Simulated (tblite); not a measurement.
Compound: C₈H₆BrFO₂.
Numbering: `[CH3:1][O:2][c:3]1[cH:4][cH:5][c:6]([Br:7])[c:8]([C:9](=[O:10])[F:11])[cH:12]1` (hydrogens: H13, H14, H15 on C1; H16 on C4; H17 on C5; H18 on C12)

Cartesian coordinates in Å at the GFN2-xTB level; atoms count from 1:
```xyz
18
C8H6BrFO2 angstrom
C      2.7939    0.9464   -0.1996
O      2.2375   -0.3503   -0.2272
C      0.8957   -0.4859   -0.2679
C      0.4102   -1.8007   -0.2791
C     -0.9418   -2.0493   -0.3205
C     -1.8515   -0.9985   -0.3532
Br    -3.6903   -1.4309   -0.4184
C     -1.3894    0.3205   -0.3405
C     -2.3214    1.4494   -0.3700
O     -3.5030    1.4662   -0.4054
F     -1.6566    2.6505   -0.3507
C     -0.0115    0.5639   -0.2972
H      2.5394    1.5110   -1.1011
H      3.8716    0.7996   -0.1593
H      2.4692    1.5017    0.6850
H      1.1212   -2.6108   -0.2547
H     -1.3080   -3.0638   -0.3285
H      0.3261    1.5874   -0.2883
```

Computed with GFN2-xTB (tblite): harmonic, unscaled wavenumbers at the GFN2-xTB geometry, gas phase. This tight-binding method is rough: wavenumbers can miss measured ones by several per cent, in bad cases by 10 to 20. One conformer, not necessarily the lowest.

Harmonic wavenumbers (cm⁻¹): 33.6, 57.7, 128.2, 141.1, 148.1, 167.2, 229.5, 240.9, 291.9, 319.0, 389.7, 394.9, 466.9, 481.1, 501.7, 599.6, 627.7, 643.8, 709.2, 713.0, 818.6, 862.6, 894.0, 919.4, 967.2, 1029.5, 1066.3, 1117.1, 1134.3, 1154.7, 1191.1, 1246.0, 1269.0, 1345.6, 1391.2, 1406.1, 1445.1, 1467.3, 1476.4, 1546.0, 1582.5, 1828.7, 2949.0, 2959.3, 3036.1, 3106.1, 3118.0, 3121.6.

A = 1140, B = 438.7, C = 317.4 MHz; mass 231.954 u (most abundant isotopes); point group Cs, symmetry number 1.

**Question.** Zero-point energy?

**Answer.** ½Σν̃ = 26367 cm⁻¹ = 75.39 kcal/mol.

**Question.** Give the ideal-gas entropy at 273.15 K and 1 bar in the rigid-rotor, harmonic-oscillator model (classical rotation).

**Answer.** Translation 41.82, rotation 31.72, vibration 31.75: S = 105.3 cal/(mol K).

**Question.** And Cp and H(273.15 K) − H(0)?

**Answer.** Cp = 40.48 cal/(mol K), of which vibrations give 32.54 (their classical limit is 48 R = 95.4); H(273.15 K) − H(0) = 6.75 kcal/mol without the zero-point energy, 4.58 from vibrations.

**Question.** Blend soft modes into free rotors: weight 1/[1 + (100 cm⁻¹/ν̃)⁴] for the oscillator and the rest for a rotor with moment μB/(μ + B), μ = h/(8π²ν), B = 10⁻⁴⁴ kg m². What vibrational entropy results?

**Answer.** 29.13 cal/(mol K) in place of 31.75, which changes −T·S at 273.15 K by +0.71 kcal/mol.

**Question.** Which modes carry the vibrational entropy at 273.15 K?

**Answer.** 33.6 cm⁻¹: 5.43; 57.7 cm⁻¹: 4.36; 128.2 cm⁻¹: 2.80; 141.1 cm⁻¹: 2.62; 148.1 cm⁻¹: 2.53; 167.2 cm⁻¹: 2.30 cal/(mol K); the other 42 give 11.70 together.

Hindered rotation and anharmonicity are outside this model. Other conformers, if any are populated, would add a mixing term that is left out.
